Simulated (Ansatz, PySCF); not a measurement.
Gas-phase reaction in SMILES: C1=CC1 → [CH]1C=C1 + H atom (the C-H bond at the site shown breaks; other sites are not compared here)
Each molecule is optimised on its own at B3LYP-D3(BJ)/def2-TZVP (Ansatz, a quantum-chemistry and plane-wave program).

Wanted: bond dissociation energy (enthalpy at 298 K, with B3LYP-D3(BJ) rigid-rotor harmonic-oscillator terms from PySCF), in kcal/mol. Cores are frozen in the correlated levels unless marked. UHF or UKS for open shells. No spin-orbit coupling. No relativistic terms. CBS(X,Y): correlation extrapolated as X^-3; Hartree-Fock from the larger set. The bracket is a focal-point correction in the basis named.

From measured enthalpies of formation at 298 K: 100.6 kcal/mol (C1=CC1 67.9, ATcT 1.112; [CH]1C=C1 116.4, ATcT 1.112; H atom 52.1, ATcT 1.112). It holds spin-orbit effects, which the calculations lack, and core correlation, which the frozen-core levels lack.

```json
[
 {"level": "HF/6-31G*", "program": "Ansatz", "bond dissociation energy (kcal/mol)": "76.0", "error against measurement": "-24.6"},
 {"level": "HF-D3(BJ)/def2-TZVPD", "program": "PySCF + dftd3", "bond dissociation energy (kcal/mol)": "77.1", "error against measurement": "-23.5"},
 {"level": "RI-HF/cc-pVQZ", "program": "Ansatz", "bond dissociation energy (kcal/mol)": "75.1", "error against measurement": "-25.5"},
 {"level": "r2SCAN-D4/def2-TZVPD", "program": "Ansatz + dftd4", "bond dissociation energy (kcal/mol)": "94.5", "error against measurement": "-6.1"},
 {"level": "B3LYP-D3(BJ)/def2-TZVPD", "program": "Ansatz + dftd3", "bond dissociation energy (kcal/mol)": "97.5", "error against measurement": "-3.1"},
 {"level": "B3LYP-D4/def2-TZVPD", "program": "Ansatz + dftd4", "bond dissociation energy (kcal/mol)": "97.4", "error against measurement": "-3.2"},
 {"level": "B3LYP/def2-TZVPD", "program": "PySCF", "bond dissociation energy (kcal/mol)": "97.0", "error against measurement": "-3.6"},
 {"level": "PBE0/STO-3G", "program": "Ansatz", "bond dissociation energy (kcal/mol)": "126.5", "error against measurement": "25.9"},
 {"level": "PBE0/6-31G*", "program": "Ansatz", "bond dissociation energy (kcal/mol)": "97.2", "error against measurement": "-3.4"},
 {"level": "BHLYP/def2-TZVPD", "program": "Ansatz", "bond dissociation energy (kcal/mol)": "96.1", "error against measurement": "-4.5"},
 {"level": "TPSSh-D3(BJ)/def2-TZVPD", "program": "PySCF + dftd3", "bond dissociation energy (kcal/mol)": "97.6", "error against measurement": "-3.0"},
 {"level": "PW6B95-D4/def2-TZVPD", "program": "PySCF + dftd4", "bond dissociation energy (kcal/mol)": "97.8", "error against measurement": "-2.8"},
 {"level": "LC-wPBE-D3(BJ)/def2-TZVPD", "program": "Ansatz + dftd3", "bond dissociation energy (kcal/mol)": "95.9", "error against measurement": "-4.7"},
 {"level": "LC-wPBE-D4/def2-TZVPD", "program": "Ansatz + dftd4", "bond dissociation energy (kcal/mol)": "96.0", "error against measurement": "-4.6"},
 {"level": "wB97X-V/def2-TZVPD", "program": "Ansatz", "bond dissociation energy (kcal/mol)": "98.3", "error against measurement": "-2.3"},
 {"level": "B2PLYP/def2-TZVPD", "program": "Ansatz", "bond dissociation energy (kcal/mol)": "97.0", "error against measurement": "-3.6"},
 {"level": "RPA@PBE/cc-pVTZ", "program": "Ansatz", "bond dissociation energy (kcal/mol)": "98.1", "error against measurement": "-2.5"},
 {"level": "RPA@PBE/cc-pVQZ", "program": "Ansatz", "bond dissociation energy (kcal/mol)": "98.1", "error against measurement": "-2.5"},
 {"level": "RI-MP2/aug-cc-pVQZ", "program": "Ansatz", "bond dissociation energy (kcal/mol)": "99.2", "error against measurement": "-1.4"},
 {"level": "RI-MP2/CBS(aug-cc-pVTZ,aug-cc-pVQZ)+[CCSD(T)-MP2]/aug-cc-pVDZ", "program": "Ansatz", "bond dissociation energy (kcal/mol)": "101.0", "error against measurement": "0.4"},
 {"level": "RI-MP2/CBS(cc-pVTZ,cc-pVQZ)+[CCSD(T)-MP2]/cc-pVTZ", "program": "Ansatz", "bond dissociation energy (kcal/mol)": "100.8", "error against measurement": "0.2"}
]
```
